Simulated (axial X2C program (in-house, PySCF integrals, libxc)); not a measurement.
# Potential curves of YO⁻, 2c

All values were computed with an axial X2C code built on PySCF integrals. Two-component (2c) means X2C with spin–orbit coupling and atomic mean-field two-electron Coulomb and Gaunt terms. Basis: Y dyall-acv3z [12s13p10d6f3g], O dyall-av3z [7s6p3d2f] (cores contracted in-house); Gaussian nuclei, density fitting, unrestricted open shells. Masses: Y 88.906 u, O 15.995 u.

State: Ω = 0 (closed shell). Energies in cm⁻¹ from the lowest point of each curve. Fits are polynomials in 1 − R0/R over 0.85 to 1.23 times the lowest point R0.

```
 R (Å)    HF
1.6489  4757
1.7033  1978
1.7576   473
1.8120     0
1.8754   492
1.9388  1859
2.0204  4565
```

Occupations by symmetry block were frozen at the best pattern of an incomplete PBE0 search. Closed shells are restricted here (equal orbitals for both partners); the stretched side of such a curve lies too high.

Q: What are Re and ωe at the HF level?

A: At HF, 2c: Re = 1.814 Å, ωe ≈ 835 cm⁻¹; Be follows as 0.378 cm⁻¹.
